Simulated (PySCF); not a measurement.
C₄H₄BNO, SMILES C#C[C@@H]1N=CB1O.

Geometry optimised at PBE0-D3(BJ)/def2-SVP. The structure was generated by enumeration; whether it is a known compound was not checked. One conformer was computed; it need not be the lowest.

Two levels are set side by side: PBE/def2-TZVP (PySCF) and M06-2X/def2-TZVP (PySCF). Same geometry, gas phase. Differences are taken from unrounded values.

```tsv
quantity	M06-2X	PBE	PBE minus M06-2X
orbital gap (eV)	7.95	3.28	-4.68
highest occupied level (eV)	-8.54	-5.97	2.57
lowest empty level (eV)	-0.59	-2.69	-2.11
dipole moment (D)	2.25	2.15	-0.10
mean polarisability (bohr³)	64.5	68.4	3.9
```

PBE's occupied levels lie high since its potential decays too fast outside the molecule; exact exchange lowers them and widens the gap. PBE's more diffuse valence density responds more strongly to a field. Differences between two approximate levels are no errors against the true value.

Rough cost on one machine, each run with all the roots and properties that it gave: M06-2X against PBE about 4 times.
